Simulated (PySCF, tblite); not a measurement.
Isomers of C5H10F3NSi, one GFN2-xTB conformer each. Single-point energies are computed at PBE0/pcSseg-1 (PySCF, gas phase, no added dispersion term), electronic only.

```csv
SMILES,GFN2-xTB relative energy (kJ/mol)
F[SiH2]N[C@@H]1CC[C@@H]1C(F)F,0.0
C=CN([SiH3])[C@H](C)C(F)(F)F,186.5
FC(F)(F)CN1CCC[SiH2]1,127.9
C=N[SiH2][C@@H](C)CC(F)(F)F,243.1
C[C@@H]1C[C@@H](C(F)(F)F)N[SiH2]1,124.8
CN(C)[SiH2]CC(F)=C(F)F,267.2
```

Conformers: `[F:1][SiH2:2][NH:3][C@@H:4]1[CH2:5][CH2:6][C@@H:7]1[CH:8]([F:9])[F:10]` with F1–Si2–N3–C4 173°, Si2–N3–C4–C5 -162°, C6–C7–C8–F9 -173°, N3–C4–C5–C6 -135°, C4–C5–C6–C7 12°, C5–C6–C7–C8 106°, N3–C4–C7–C6 133°; `[CH2:1]=[CH:2][N:3]([SiH3:4])[C@H:5]([CH3:6])[C:7]([F:8])([F:9])[F:10]` with C1–C2–N3–Si4 -169°, C2–N3–C5–C6 -92°; `[F:1][C:2]([F:3])([F:4])[CH2:5][N:6]1[CH2:7][CH2:8][CH2:9][SiH2:10]1` with C2–C5–N6–C7 -71°, C5–N6–C7–C8 -165°, N6–C7–C8–C9 -44°, C7–C8–C9–Si10 35°, C8–C9–Si10–N6 -14°; `[CH2:1]=[N:2][SiH2:3][C@@H:4]([CH3:5])[CH2:6][C:7]([F:8])([F:9])[F:10]` with C1–N2–Si3–C4 -125°, N2–Si3–C4–C5 -77°, Si3–C4–C6–C7 63°; `[CH3:1][C@@H:2]1[CH2:3][C@@H:4]([C:5]([F:6])([F:7])[F:8])[NH:9][SiH2:10]1` with C1–C2–C3–C4 -155°, C2–C3–C4–C5 -82°, C3–C4–N9–Si10 -31°, C4–N9–Si10–C2 11°; `[CH3:1][N:2]([CH3:3])[SiH2:4][CH2:5][C:6]([F:7])=[C:8]([F:9])[F:10]` with C1–N2–Si4–C5 159°, N2–Si4–C5–C6 -55°, Si4–C5–C6–F7 -68°.

Question: What does PBE0/pcSseg-1 give for the same structures?

Answer: 
| SMILES | PBE0/pcSseg-1 E (Eh) | PBE0/pcSseg-1 (kJ/mol) | GFN2-xTB (kJ/mol) | point group |
| --- | --- | --- | --- | --- |
| F[SiH2]N[C@@H]1CC[C@@H]1C(F)F | -839.61501 | 0.0 | 0.0 | C1 |
| C[C@@H]1C[C@@H](C(F)(F)F)N[SiH2]1 | -839.60355 | 30.1 | 124.8 | C1 |
| FC(F)(F)CN1CCC[SiH2]1 | -839.59398 | 55.2 | 127.9 | C1 |
| C=N[SiH2][C@@H](C)CC(F)(F)F | -839.56659 | 127.1 | 243.1 | C1 |
| C=CN([SiH3])[C@H](C)C(F)(F)F | -839.55654 | 153.5 | 186.5 | C1 |
| CN(C)[SiH2]CC(F)=C(F)F | -839.52526 | 235.6 | 267.2 | C1 |

Both levels put the same isomer lowest; measured from each level's own lowest isomer, the values differ by up to 116.0 kJ/mol (C=N[SiH2][C@@H](C)CC(F)(F)F: 243.1 against 127.1). As drawn, the lowest has a four-membered ring, an N–H bond and an Si–F bond, which the highest lacks; the highest has an Si–C bond and a C=C bond outside aromatic rings, which the lowest lacks.

Question: Which frontier levels, dipoles and rotational constants go with these structures?

Answer: 
| SMILES | HOMO (eV, PBE0/pcSseg-1) | LUMO (eV) | dipole (D) | A, B, C (MHz) |
| --- | --- | --- | --- | --- |
| F[SiH2]N[C@@H]1CC[C@@H]1C(F)F | -6.92 | 0.47 | 3.95 | 1682, 757.1, 623.6 |
| C[C@@H]1C[C@@H](C(F)(F)F)N[SiH2]1 | -7.17 | 0.48 | 1.67 | 1963, 836.9, 719.5 |
| FC(F)(F)CN1CCC[SiH2]1 | -6.72 | 0.54 | 2.19 | 2286, 704.1, 629.0 |
| C=N[SiH2][C@@H](C)CC(F)(F)F | -7.09 | -0.90 | 1.28 | 1446, 869.6, 686.3 |
| C=CN([SiH3])[C@H](C)C(F)(F)F | -6.31 | 0.53 | 1.56 | 1487, 933.2, 759.4 |
| CN(C)[SiH2]CC(F)=C(F)F | -6.55 | 0.65 | 2.30 | 1527, 716.1, 619.7 |

Question: What happens when harmonic zero-point energies from GFN2-xTB frequencies are added?

Answer: 
| SMILES | ZPE (kJ/mol) | electronic (kJ/mol) | with ZPE (kJ/mol) |
| --- | --- | --- | --- |
| F[SiH2]N[C@@H]1CC[C@@H]1C(F)F | 386.9 | 0.0 | 0.0 |
| C[C@@H]1C[C@@H](C(F)(F)F)N[SiH2]1 | 385.8 | 30.1 | 29.0 |
| FC(F)(F)CN1CCC[SiH2]1 | 385.4 | 55.2 | 53.7 |
| C=N[SiH2][C@@H](C)CC(F)(F)F | 375.4 | 127.1 | 115.7 |
| C=CN([SiH3])[C@H](C)C(F)(F)F | 371.6 | 153.5 | 138.2 |
| CN(C)[SiH2]CC(F)=C(F)F | 376.3 | 235.6 | 225.1 |

The zero-point energies span 15.3 kJ/mol. The order is unchanged.

Question: As an exercise, what shares would exp(−E/RT) give at 1000 K from these electronic energies alone (no entropy, no degeneracies)?

Answer: RT = 8.314 kJ/mol: F[SiH2]N[C@@H]1CC[C@@H]1C(F)F 97.3 %, C[C@@H]1C[C@@H](C(F)(F)F)N[SiH2]1 2.6 %, FC(F)(F)CN1CCC[SiH2]1 0.1 %, C=N[SiH2][C@@H](C)CC(F)(F)F under 0.1 %, C=CN([SiH3])[C@H](C)C(F)(F)F under 0.1 %, CN(C)[SiH2]CC(F)=C(F)F under 0.1 %.
